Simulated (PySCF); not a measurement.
Give a PBE0-D3(BJ)/def2-SVP geometry of InChI=1S/C4HBrOS/c5-3-2(1-7)4(3)6/h1H.

```xyz
8
C4HBrOS angstrom
O      1.5418    2.1017   -0.4015
C      1.0651    1.0297   -0.1894
C      1.1640   -0.3770    0.1113
Br     2.0501   -1.9461    0.4560
C     -0.0746    0.1494   -0.0357
C     -1.4923   -0.1156   -0.0212
S     -2.1149   -1.5778    0.3016
H     -2.1362    0.7486   -0.2414
```

Orientation and origin are arbitrary. Atoms count from 1 in this order. The 3-membered ring C2–C3–C5 has internal angles of 55.9° to 62.3°. The 4 C–C bonds span 1.354 Å (C3–C5, drawn aromatic) to 1.448 Å (C2–C5, drawn aromatic), a spread of 0.094 Å. The 7 heavy atoms lie in one plane (0.008 Å rms).

Bonds between heavy atoms (Å): O1=C2 1.192, C2–C3 1.442, C3–Br4 1.835, C3–C5 1.354, C5–C6 1.442, C6=S7 1.622, C2–C5 1.448.

Level of theory: PySCF, PBE0-D3(BJ)/def2-SVP geometry optimisation, gas phase.

Point group: Cs (every atom within 0.08 Å of its image). No PBE0-D3(BJ)/def2-SVP frequencies stand behind this structure, so it isn't proved a minimum. The numbers are those of one conformer (C3–C5–C6–S7 1°).
